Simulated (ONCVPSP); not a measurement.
# Before and after: ONCV potential for Si

Si (Z = 14), optimised norm-conserving Vanderbilt (ONCV), made with ONCVPSP 4.0.1 (PBE, scalar-relativistic). Core [Ne], reference 3s2 3p2. Waves: 3s: rc 1.60 bohr, ncon 4, nbas 8, qcut 4.1 1/bohr, 2 projectors, debl 1.1 Ha; 3p: rc 1.55 bohr, ncon 4, nbas 8, qcut 5.2 1/bohr, 1 projector; d scattering state at 0.21 Ha: rc 1.60 bohr, ncon 5, nbas 9, qcut 7.1 1/bohr, 2 projectors, debl 1 Ha. Local part: polynomial inside 1.45 bohr (lpopt 2, dvloc0 2 Ha). Core correction: Teter function, fcfact 2, rcfact 1.45.

All-electron outer shells of the reference configuration (PBE, scalar-relativistic, ld1.x):

| shell | level (eV) | outermost node (bohr) | outermost maximum (bohr) |
| --- | --- | --- | --- |
| 2s | -139.50 | 0.15 | 0.45 |
| 2p | -95.56 | – | 0.39 |
| 3s | -10.81 | 0.72 | 1.80 |
| 3p | -4.08 | 0.72 | 2.17 |

Change: all radii but the core radius scaled by about 1.04 (s 1.66, p 1.62, d 1.66 bohr); local potential polynomial inside 1.52 bohr (lpopt 2, dvloc0 2 Ha).

Cutoffs: the cutoffs (Ha) at which the residual kinetic energy of the hardest occupied pseudo-wave falls to 1 and 0.1 mHa per electron; they do not see the model core or the augmentation charge, which bear on the density cutoff. Errors are all-electron minus pseudo energies relative to the spin-unpolarised reference configuration.

Predict the effect on cutoff, ghosts and configuration errors.

The potential gets softer (7.6 Ha and 32 Ha → 7.6 Ha and 16 Ha); of the 4 tests that both files solve, the error grows in 2 and shrinks in 1 by more than 15 % and 0.3 meV (median size 1.1 → 2.1 meV); neither file shows a bound ghost. A larger radius leaves more room for a smooth pseudo-wave, so fewer plane waves are needed.

| quantity | base | changed |
| --- | --- | --- |
| cutoff, loose | 7.6 Ha | 7.6 Ha |
| cutoff, tight | 32 Ha | 16 Ha |
| loose cutoff by channel | s 7.6 Ha, p 3.2 Ha | s 7.6 Ha, p 3.1 Ha |
| bound ghosts | none | none |
| GHOST(+) flags under 300 eV | none | none |
| error for 3s2 3p1, meV [ΔE 7.74 eV] | +0.2 | +0.1 |
| error for 3s2 3p0, meV [ΔE 23.73 eV] | -1.9 | -1.4 |
| error for 3s1 3p0, meV [ΔE 57.70 eV] | +4.9 | +6.9 |
| error for 3s0 3p4, meV [ΔE 13.78 eV] | -0.2 | -2.8 |
| rms error of d²Exc/dni dnj with the model core, mHa | 0.21 | 0.21 |

Base: The cutoffs count occupied waves only; projector 2 of the d channel, the hardest unoccupied one, needs 22 Ha at the loose tolerance. Changed file: The cutoffs count occupied waves only; projector 2 of the d channel, the hardest unoccupied one, needs 22 Ha at the loose tolerance.
